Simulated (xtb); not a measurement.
xtb input (GFN2-xTB):

```bash
xtb mol.xyz --gfn 2 --ohess tight --chrg -1 --uhf 0
```
mol.xyz:
```
5

O     -1.03608958     2.27504893    -0.36304466
B     -1.24493604     1.01969206    -0.10904491
O     -2.34219758     0.22761437    -0.01157641
I      0.70443756    -0.52154258     0.07812730
H     -3.06729451     0.76990934    -0.05445342
```

End of the output:

```
       1    222.03    -0.57915 ( 99.74%)    -0.61480 (  0.26%)    -0.57924
       2    244.92    -0.52678 ( 99.83%)    -0.58574 (  0.17%)    -0.52688
   ------------------------------------------------------------------------

   temp. (K)  partition function   enthalpy   heat capacity  entropy
                                   cal/mol     cal/K/mol   cal/K/mol   J/K/mol
 298.15  VIB   3.29                 1207.855      8.613      6.417
         ROT  0.144E+06              888.752      2.981     26.583
         INT  0.473E+06             2096.607     11.594     33.000
         TR   0.216E+28             1481.254      4.968     41.294
         TOT                        3577.8611    16.5623    74.2937   310.8448

       T/K    H(0)-H(T)+PV         H(T)/Eh          T*S/Eh         G(T)/Eh
   ------------------------------------------------------------------------
    298.15    0.570168E-02    0.263677E-01    0.352993E-01   -0.893163E-02
   ------------------------------------------------------------------------

         :::::::::::::::::::::::::::::::::::::::::::::::::::::
         ::                  THERMODYNAMIC                  ::
         :::::::::::::::::::::::::::::::::::::::::::::::::::::
         :: total free energy         -14.059838788860 Eh   ::
         ::.................................................::
         :: total energy              -14.050907156171 Eh   ::
         :: zero point energy           0.020666016296 Eh   ::
         :: G(RRHO) w/o ZPVE           -0.029597648985 Eh   ::
         :: G(RRHO) contrib.           -0.008931632689 Eh   ::
         :::::::::::::::::::::::::::::::::::::::::::::::::::::

optimized geometry written to: xtbopt.xyz

           -------------------------------------------------
          | TOTAL ENERGY              -14.050907156171 Eh   |
          | TOTAL ENTHALPY            -14.024539455214 Eh   |
          | TOTAL FREE ENERGY         -14.059838788860 Eh   |
          | GRADIENT NORM               0.000210666908 Eh/α |
          | HOMO-LUMO GAP               7.412058215400 eV   |
           -------------------------------------------------

------------------------------------------------------------------------
------------------------------------------------------------------------
 total:
 SCF:
 ANC optimizer:
 analytical hessian:
Note: The following floating-point exceptions are signalling: IEEE_DENORMAL
normal termination of xtb
```

It need not be the lowest isomer of its formula. Whether it binds its extra electron was not tested at this geometry.
